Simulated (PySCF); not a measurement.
Al2(mu-H)2(H)4, H₆Al₂, singlet (PBE0/def2-SVP optimised geometry):

```
8

Al     1.304     0.000     0.000
Al    -1.304     0.000     0.000
H      0.000     0.001     1.159
H      1.993    -1.424     0.001
H      1.993     1.424    -0.001
H      0.000     0.000    -1.159
H     -1.993    -1.424     0.000
H     -1.993     1.424     0.000
```

Calculation: PBE0/def2-TZVP (PySCF).

Question: What are the frontier orbital energies and the dipole moment?

Answer: HOMO-2 -9.29 eV, HOMO-1 -9.02 eV, HOMO -8.61 eV, LUMO -1.13 eV, LUMO+1 0.30 eV; dipole moment 0.00 D.

On the same geometry PySCF with PBE/def2-TZVP gives HOMO-2 -8.00 eV, HOMO-1 -7.73 eV, HOMO -7.35 eV, LUMO -1.90 eV, LUMO+1 -0.58 eV; dipole moment 0.00 D.

Meta-Löwdin charges at PBE0/def2-TZVP: Al1 0.37, Al2 0.37, H3 -0.13, H4 -0.12, H5 -0.12, H6 -0.13, H7 -0.12, H8 -0.12.
